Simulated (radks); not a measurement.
Effect of the nuclear size on the iridium ion Ir+, [Xe] 4f14 5d7 6s1. Method: Dirac Kohn-Sham, relativistic LDA (MacDonald-Vosko exchange, VWN5 correlation), spin-unpolarised, spherical densities, finite nucleus; open shells fill j = l - 1/2 first; Fermi nuclear charge, rms radius 5.4032 fm; computed with a radial shooting solver on a logarithmic mesh with Libxc functionals. The rms radius is varied about that value; shifts are against it.

\begin{tabular}{lrrrrrrrrr}
rms radius (fm) & total energy shift (eV) & density at nucleus (e/bohr^3) & 1s1/2 shift (meV) & 2s1/2 shift (meV) & 5s1/2 shift (meV) & 5p1/2 shift (meV) & 6s1/2 shift (meV) & 6p1/2 (empty) shift (meV) & 7s1/2 (empty) shift (meV) \\ \hline
4.436 & -25.9 & 1.932e+06 & -10400 & -1500 & -15.8 & 0.245 & -1.60 & 0.166 & -0.187 \\
5.079 & -9.03 & 1.836e+06 & -3610 & -524 & -5.52 & 0.085 & -0.558 & 0.058 & -0.065 \\
5.4032 & 0 & 1.793e+06 & 0.000 & 0.000 & 0.000 & 0.000 & 0.000 & 0.000 & 0.000 \\
5.6193 & 6.21 & 1.767e+06 & 2490 & 360 & 3.80 & -0.058 & 0.384 & -0.040 & 0.045 \\
6.7216 & 40.2 & 1.651e+06 & 16100 & 2330 & 24.6 & -0.374 & 2.48 & -0.257 & 0.290 \\
\end{tabular}

Slopes of the eigenvalues against <r^2> in GHz/fm^2, as finite differences over the two radii next to the reference (eigenvalue slopes, not the field-shift constants of lines): 1s1/2 255000, 2s1/2 37000, 5s1/2 390, 5p1/2 -6.00, 6s1/2 39.4, 6p1/2 (empty) -4.08, 7s1/2 (empty) 4.60.
